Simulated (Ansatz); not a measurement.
C$_{2}$H$_{5}$NSi (`N#CC[SiH3]`). Charge 0, multiplicity 1. All single points use the PBE0-D4/def2-TZVP geometry.

```xyz
9

N     1.186   -2.183   -1.094
C     0.461   -1.523   -0.491
C    -0.421   -0.654    0.250
Si    0.069    1.173    0.062
H    -0.397   -0.924    1.310
H    -1.448   -0.788   -0.101
H    -0.891    1.980    0.856
H     1.445    1.366    0.577
H    -0.005    1.554   -1.369
```

Q: What is the dipole moment at r2SCAN/def2-TZVPP? (Estimate.)

A: The calculation gave: 4.05 D, with components (-2.51, 2.38, 2.10) D in this frame, pointing from negative to positive charge.

Q: And with PBE, B3LYP, ωB97M-V? (An estimate is asked.)

A: Ansatz gave: PBE 3.92 D, B3LYP 4.02 D, ωB97M-V 4.00 D.

Q: Give the Mulliken charges with r2SCAN, ωB97M-V, PBE in def2-TZVPP. (Estimate.)

A: Computed: 
```json
{"atom": "N1", "r2SCAN": "-0.06", "ωB97M-V": "-0.03", "PBE": "0.06"}
{"atom": "C2", "r2SCAN": "-0.21", "ωB97M-V": "-0.19", "PBE": "-0.33"}
{"atom": "C3", "r2SCAN": "-0.07", "ωB97M-V": "-0.23", "PBE": "-0.10"}
{"atom": "Si4", "r2SCAN": "0.30", "ωB97M-V": "0.19", "PBE": "0.23"}
{"atom": "H5", "r2SCAN": "0.10", "ωB97M-V": "0.14", "PBE": "0.12"}
{"atom": "H6", "r2SCAN": "0.10", "ωB97M-V": "0.14", "PBE": "0.12"}
{"atom": "H7", "r2SCAN": "-0.06", "ωB97M-V": "-0.02", "PBE": "-0.04"}
{"atom": "H8", "r2SCAN": "-0.05", "ωB97M-V": "0.00", "PBE": "-0.03"}
{"atom": "H9", "r2SCAN": "-0.05", "ωB97M-V": "0.00", "PBE": "-0.03"}
```

B3LYP here is the variant with VWN-RPA as its local correlation; programs differ in this.
